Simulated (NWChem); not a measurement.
System: C₄H₄F₂; SMILES F/C=C\C=C/F

NWChem input:

```
start job
memory heap 200 mb stack 900 mb global 1100 mb
geometry units angstroms noautoz
  F     -0.418796     2.475336     0.000000
  C      0.674228     1.716165     0.000000
  C      0.616108     0.380439     0.000000
  C     -0.616108    -0.380439     0.000000
  C     -0.674228    -1.716165     0.000000
  F      0.418796    -2.475336     0.000000
  H      1.597738     2.300920     0.000000
  H      1.566008    -0.158256     0.000000
  H     -1.566008     0.158256     0.000000
  H     -1.597738    -2.300920     0.000000
end
basis spherical
  * library def2-svp
end
dft
  xc b3lyp
  iterations 150
  mulliken
end
task dft energy
```

Parts of the log:

```
             Northwest Computational Chemistry Package (NWChem) 7.3.0
             --------------------------------------------------------

 C2H symmetry detected

                             Geometry "geometry" -> ""
                             -------------------------

 Output coordinates in angstroms (scale by  1.889725989 to convert to a.u.)

  No.       Tag          Charge          X              Y              Z
 ---- ---------------- ---------- -------------- -------------- --------------
    1 F                    9.0000    -0.42686669     2.47395700     0.00000000
    2 C                    6.0000     0.66862741     1.71835476     0.00000000
    3 C                    6.0000     0.61486398     0.38244632     0.00000000
    4 C                    6.0000    -0.61486398    -0.38244632     0.00000000
    5 C                    6.0000    -0.66862741    -1.71835476     0.00000000
    6 F                    9.0000     0.42686669    -2.47395700     0.00000000
    7 H                    1.0000     1.59022541     2.30611854     0.00000000
    8 H                    1.0000     1.56651580    -0.15314787     0.00000000
    9 H                    1.0000    -1.56651580     0.15314787     0.00000000
   10 H                    1.0000    -1.59022541    -2.30611854     0.00000000

 Effective nuclear repulsion energy (a.u.)     212.0465569288

      Symmetry information
      --------------------

 Group name             C2h
 Group number             21
 Group order               4
 No. of unique centers     5

                                 NWChem DFT Module
                                 -----------------

 Summary of "ao basis" -> "ao basis" (spherical)
 ------------------------------------------------------------------------------
       Tag                 Description            Shells   Functions and Types
 ---------------- ------------------------------  ------  ---------------------
 F                          def2-svp                 6       14   3s2p1d
 C                          def2-svp                 6       14   3s2p1d
 H                          def2-svp                 3        5   2s1p

      Symmetry analysis of basis
      --------------------------

        ag         38
        au         14
        bg         14
        bu         38

            General Information
            -------------------
          SCF calculation type: DFT
          Wavefunction type:  closed shell.
          No. of atoms     :    10
          No. of electrons :    46
           Alpha electrons :    23
            Beta electrons :    23
          Charge           :     0
          Spin multiplicity:     1
          Use of symmetry is: on ; symmetry adaption is: on
          Maximum number of iterations: 150
          AO basis - number of functions:   104
                     number of shells:    48
          Convergence on energy requested:  1.00D-06
          Convergence on density requested:  1.00D-05
          Convergence on gradient requested:  5.00D-04

              XC Information
              --------------
                         B3LYP Method XC Potential
                     Hartree-Fock (Exact) Exchange  0.200
                        Slater Exchange Functional  0.800 local
                    Becke 1988 Exchange Functional  0.720 non-local
              Lee-Yang-Parr Correlation Functional  0.810
                  VWN I RPA Correlation Functional  0.190 local

             Grid Information
             ----------------
          Grid used for XC integration:  medium
          Radial quadrature: Mura-Knowles
          Angular quadrature: Lebedev.
          Tag              B.-S. Rad. Rad. Pts. Rad. Cut. Ang. Pts.
          ---              ---------- --------- --------- ---------
          F                   0.50       49          12.0       434
          C                   0.70       49          12.0       434
          H                   0.35       45          13.0       434
          Grid pruning is: on
          Number of quadrature shells:   237
          Spatial weights used:  Erf1

      Superposition of Atomic Density Guess
      -------------------------------------

 Sum of atomic energies:        -351.08138089

      Non-variational initial energy
      ------------------------------

 Total energy =    -354.001462
 1-e energy   =    -902.803109
 2-e energy   =     336.755090
 HOMO         =      -0.232151
 LUMO         =       0.003791

      Symmetry analysis of molecular orbitals - initial
      -------------------------------------------------

  Numbering of irreducible representations:

     1 ag          2 au          3 bg          4 bu

  Orbital symmetries:

     1 bu          2 ag          3 ag          4 bu          5 bu
     6 ag          7 ag          8 bu          9 ag         10 bu
    11 ag         12 bu         13 bu         14 ag         15 au
    16 bg         17 ag         18 bu         19 bu         20 ag
    21 ag         22 au         23 bg         24 au         25 bg
    26 bu         27 ag         28 bu         29 ag         30 bu
    31 ag         32 bu         33 bu

     ---------------------------------------------
      Total Density - Mulliken Population Analysis
     ---------------------------------------------

    Atom       Charge   Shell Charges
 -----------   ------   -------------------------------------------------------
    1 F    9     9.36   1.99  1.14  0.76  3.43  2.03  0.01
    2 C    6     5.54   1.99  0.92  0.26  1.66  0.64  0.07
    3 C    6     6.27   1.99  0.97  0.23  2.05  0.99  0.03
    4 C    6     6.27   1.99  0.97  0.23  2.05  0.99  0.03
    5 C    6     5.54   1.99  0.92  0.26  1.66  0.64  0.07
    6 F    9     9.36   1.99  1.14  0.76  3.43  2.03  0.01
    7 H    1     0.94   0.68  0.23  0.02
    8 H    1     0.89   0.66  0.21  0.03
    9 H    1     0.89   0.66  0.21  0.03
   10 H    1     0.94   0.68  0.23  0.02

   convergence    iter        energy       DeltaE   RMS-Dens  Diis-err
 ---------------- ----- ----------------- --------- --------- ---------
 d= 0,ls=0.0,diis     1   -354.1032840454 -5.66D+02  1.44D-02  8.02D-01
 d= 0,ls=0.0,diis     2   -354.0954046197  7.88D-03  6.92D-03  1.03D+00
 d= 0,ls=0.0,diis     3   -354.1931689508 -9.78D-02  1.49D-03  5.06D-02
 d= 0,ls=0.0,diis     4   -354.1976571734 -4.49D-03  6.75D-04  5.37D-03
 d= 0,ls=0.0,diis     5   -354.1982722236 -6.15D-04  2.62D-04  1.10D-03
  Resetting Diis
 d= 0,ls=0.0,diis     6   -354.1983869589 -1.15D-04  5.22D-05  3.57D-05
 d= 0,ls=0.0,diis     7   -354.1983910158 -4.06D-06  5.90D-06  1.40D-07
 d= 0,ls=0.0,diis     8   -354.1983910225 -6.73D-09  2.84D-06  8.82D-08

         Total DFT energy =     -354.198391022515
      One electron energy =     -906.457034045688
           Coulomb energy =      384.270853576913
    Exchange-Corr. energy =      -44.058767482561
 Nuclear repulsion energy =      212.046556928821

 Numeric. integr. density =       46.000004080628

                  Occupations of the irreducible representations
                  ----------------------------------------------

                     irrep           alpha         beta
                     --------     --------     --------
                     ag               10.0         10.0
                     au                2.0          2.0
                     bg                2.0          2.0
                     bu                9.0          9.0

                       DFT Final Molecular Orbital Analysis
                       ------------------------------------

 Vector   21  Occ=2.000000D+00  E=-3.718254D-01  Symmetry=ag
              MO Center= -2.5D-15, -6.9D-16, -1.3D-16, r^2= 5.5D+00
   Bfn.  Coefficient  Atom+Function         Bfn.  Coefficient  Atom+Function
  ----- ------------  ---------------      ----- ------------  ---------------
     4      0.228436   1 F  px                5      0.229154   1 F  py
    74     -0.228436   6 F  px               75     -0.229154   6 F  py
    85      0.224414   7 H  s               100      0.224414  10 H  s
    19      0.183489   2 C  py               33     -0.183451   3 C  py
    47      0.183451   4 C  py               61     -0.183489   5 C  py

 Vector   22  Occ=2.000000D+00  E=-3.224983D-01  Symmetry=au
              MO Center= -2.4D-15,  4.7D-16, -5.2D-16, r^2= 2.8D+00
   Bfn.  Coefficient  Atom+Function         Bfn.  Coefficient  Atom+Function
  ----- ------------  ---------------      ----- ------------  ---------------
    34      0.336476   3 C  pz               48      0.336476   4 C  pz
     6      0.211459   1 F  pz               76      0.211459   6 F  pz
    37      0.205848   3 C  pz               51      0.205848   4 C  pz
    20      0.183026   2 C  pz               62      0.183026   5 C  pz
     9     -0.156652   1 F  pz               79     -0.156652   6 F  pz

 Vector   23  Occ=2.000000D+00  E=-2.311825D-01  Symmetry=bg
              MO Center=  2.1D-16,  1.7D-15,  1.5D-16, r^2= 3.8D+00
   Bfn.  Coefficient  Atom+Function         Bfn.  Coefficient  Atom+Function
  ----- ------------  ---------------      ----- ------------  ---------------
    20      0.335668   2 C  pz               62     -0.335668   5 C  pz
    34      0.253009   3 C  pz               48     -0.253009   4 C  pz
    37      0.215851   3 C  pz               51     -0.215851   4 C  pz
     6      0.206736   1 F  pz               23      0.206304   2 C  pz
    65     -0.206304   5 C  pz               76     -0.206736   6 F  pz

[...]
```

Level: B3LYP/def2-SVP. Coordinates come from a PBE0/def2-SVP optimisation. B3LYP is NWChem's, with the RPA form of VWN correlation.
